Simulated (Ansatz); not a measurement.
AgF₄P, relaxed with RKS PBE0-D4/def2-TZVP in the Gaussian-basis code of Ansatz from a GFN2-xTB geometry. The force threshold is 0.005 eV/Å; the program also tests the step.

The species carries charge 0 and has multiplicity 1. Ag takes the def2 core potential. The bonds changed during the relaxation, so this is another structure than the one it started from.

Start:

```xyz
6

F     1.024    1.319    0.223
Ag    2.296   -0.481   -0.342
P    -0.189   -0.295   -0.052
F    -0.748    0.142    1.350
F    -1.410   -1.393   -0.202
F    -0.972    0.708   -0.976
```

(1) How much energy does the relaxation release, and in how many steps? (Best estimate.)

(2) Which bonds change most? (An estimate is asked.)

(3) Give the relaxed structure. (Estimate.)

Results:

(1) Ansatz gave: 83.39 kJ/mol, in 9 steps.

(2) Ansatz gave: F1–P3 from 2.038 to 1.637 Å; Ag2–P3 from 2.509 to 2.377 Å; P3–F5 from 1.648 to 1.637 Å; P3–F6 from 1.572 to 1.563 Å.

(3) Ansatz gave: 
```xyz
6

F     0.678    1.464    0.291
Ag    2.014   -1.000   -0.439
P    -0.075    0.037    0.016
F    -0.765    0.141    1.415
F    -0.851   -1.378   -0.253
F    -1.002    0.736   -1.030
```
